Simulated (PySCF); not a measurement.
Mayer bond orders and bond lengths

C3H9ClSSi2.
Atom-mapped SMILES: `[CH3:1]/[CH:2]=[CH:3]\[SiH2:4][S:5][SiH2:6][Cl:7]` (hydrogens: H8, H9, H10 on C1; H11 on C2; H12 on C3; H13, H14 on Si4; H15, H16 on Si6)

Structure used (GFN2-xTB), in Å, numbered top down from 1:
```xyz
16
C3H9ClSSi2 angstrom
C     -1.4678    0.6330    1.2428
C     -1.7005   -0.4180    0.2153
C     -1.1182   -0.5068   -0.9761
Si     0.1858    0.6054   -1.7415
S      2.1133   -0.3988   -1.5765
Si     2.3772   -0.7401    0.5116
Cl     2.2831    0.9713    1.5750
H     -1.1199    0.1753    2.1688
H     -0.7349    1.3631    0.9159
H     -2.4039    1.1448    1.4668
H     -2.4291   -1.1681    0.5077
H     -1.4041   -1.3446   -1.6041
H      0.3481    1.9239   -1.1393
H      0.0277    0.6850   -3.1869
H      1.3249   -1.6168    1.0019
H      3.7106   -1.2996    0.6070
```

Bond orders from the PBE0/pcSseg-1 density (PySCF). One conformer (not necessarily the lowest) at the GFN2-xTB geometry, without solvent, vibrations or thermal averaging.

Q: Where do the orders between heavy atoms depart from those drawn in the SMILES?

A: The largest departure is 0.096, at Si4–S5 (drawn single, 0.904).

Q: Set the Mayer orders of the bonds beside their lengths.

A: 
```tsv
bond	drawn as	length (Å)	Mayer order
C1–C2	single	1.488	1.073
C2–C3	double	1.329	1.918
C3–Si4	single	1.877	0.911
Si4–S5	single	2.180	0.904
S5–Si6	single	2.132	1.017
Si6–Cl7	single	2.017	0.961
C1–H8	single	1.090	0.945
C1–H9	single	1.085	0.953
C1–H10	single	1.090	0.948
C2–H11	single	1.086	0.951
C3–H12	single	1.085	0.932
Si4–H13	single	1.459	0.937
Si4–H14	single	1.456	0.959
Si6–H15	single	1.455	0.920
Si6–H16	single	1.449	0.937
```

Bonds between the same two heavy elements. C–C: lowest C1–C2 (1.073, 1.488 Å), highest C2–C3 (1.918, 1.329 Å). S–Si: lowest Si4–S5 (0.904, 2.180 Å), highest S5–Si6 (1.017, 2.132 Å).

Q: Sum the orders of all bonds at each heavy atom with more than one neighbour and set the sums beside the valence in the SMILES.

A: C1 3.919 (drawn 4), C2 3.942 (drawn 4), C3 3.761 (drawn 4), Si4 3.711 (drawn 4), S5 1.921 (drawn 2), Si6 3.835 (drawn 4). Orders between atoms that aren't bonded are not in these sums.

The Mayer order sums products of elements of PS (density times overlap matrix) between the two atoms' basis functions, so it depends on the basis set.
